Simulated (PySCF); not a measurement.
CrH₂O₂, neutral, multiplicity 5. Atoms are numbered in the order given.

```xyz
5

Cr     0.0000     0.0000    -0.0130
O      0.0000    -1.8089     0.0990
H      0.0000    -2.4436    -0.6360
O      0.0000     1.8089     0.0990
H      0.0000     2.4436    -0.6360
```
Charge 0, spin multiplicity 5.

Geometry optimised at PBE-D3(BJ)/def2-TZVP. A frequency run showed that this geometry is not a minimum. The multiplicity is an assumed one; other spin states were not compared. One conformer was computed; it need not be the lowest.

The numbers are results of PySCF with M06-2X/def2-TZVPD, not measurements.

Mulliken values depend strongly on the basis, most of all with diffuse functions as here. ESP charges are fitted to the potential on shells at 1.4 to 2.0 van der Waals radii. Atomic charges (e):

```tsv
atom	meta-Löwdin	Mulliken	ESP fit	Mulliken spin
Cr1	1.21	1.36	0.76	4.02
O2	-0.94	-1.00	-0.71	-0.04
H3	0.33	0.32	0.33	0.03
O4	-0.94	-1.00	-0.71	-0.04
H5	0.33	0.32	0.33	0.03
```
